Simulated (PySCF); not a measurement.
Species: C₂H₇PSi₂.
SMILES: `C#C[SiH2]P[SiH3]`

Torsions of this conformer, `[CH:1]#[C:2][SiH2:3][PH:4][SiH3:5]`: C2–Si3–P4–Si5 -44°.

The closed-shell ground state was solved at several levels (PySCF, density fitting, gas phase, non-relativistic). Isolated species at its PBE0-D3(BJ)/def2-SVP geometry (one conformer only).

```json
{"level": "PBE0/pcSseg-1", "basis functions": "141", "total energy (Eh)": "-1000.1821", "HOMO (eV)": "-7.46", "LUMO (eV)": "-0.58", "gap (eV)": "6.88", "dipole (D)": "1.54"}
{"level": "B3LYP/6-31G*", "basis functions": "96", "total energy (Eh)": "-1000.6989", "HOMO (eV)": "-7.02", "LUMO (eV)": "-0.46", "gap (eV)": "6.56", "dipole (D)": "1.55"}
{"level": "wB97X-D/pcSseg-2", "basis functions": "299", "total energy (Eh)": "-1000.7420", "HOMO (eV)": "-9.21", "LUMO (eV)": "1.07", "gap (eV)": "10.28", "dipole (D)": "1.36"}
{"level": "B3LYP/cc-pVTZ", "basis functions": "260", "total energy (Eh)": "-1000.8354", "HOMO (eV)": "-7.19", "LUMO (eV)": "-0.70", "gap (eV)": "6.49", "dipole (D)": "1.11"}
{"level": "PBE0/def2-SVPD", "basis functions": "168", "total energy (Eh)": "-999.8899", "HOMO (eV)": "-7.42", "LUMO (eV)": "-0.59", "gap (eV)": "6.83", "dipole (D)": "1.18"}
```

(1) Estimate the row for B3LYP/def2-TZVP, a basis of 215 functions; the other rows only guide the guess.

(2) Over all these levels, which gives the widest orbital gap and which the narrowest?

(3) How much does the basis alone move the frontier levels among the 3 B3LYP rows (the withheld one included)?

(4) How far do the dipole and the HOMO energy spread over the levels?

## Answers

(1) Total energy -1000.8305 Eh, HOMO -7.20 eV, LUMO -0.75 eV, gap 6.45 eV, dipole 1.11 D.

(2) wB97X-D/pcSseg-2 (range-separated hybrid) has the widest, 10.28 eV, and B3LYP/def2-TZVP (global hybrid, 20 % exact exchange) the narrowest, 6.45 eV. Functional and basis both differ between the two, so the spread mixes both effects.

(3) The HOMO by 0.18 eV and the LUMO by 0.29 eV. By rising basis size (HOMO, LUMO in eV): 6-31G* -7.02, -0.46; def2-TZVP -7.20, -0.75; cc-pVTZ -7.19, -0.70.

(4) The dipole runs from 1.11 to 1.55 D (mean 1.31 D) and the HOMO from -9.21 to -7.02 eV.

wB97X-D is run here without its empirical dispersion term; that term would change no orbital, density or response property at a fixed geometry.
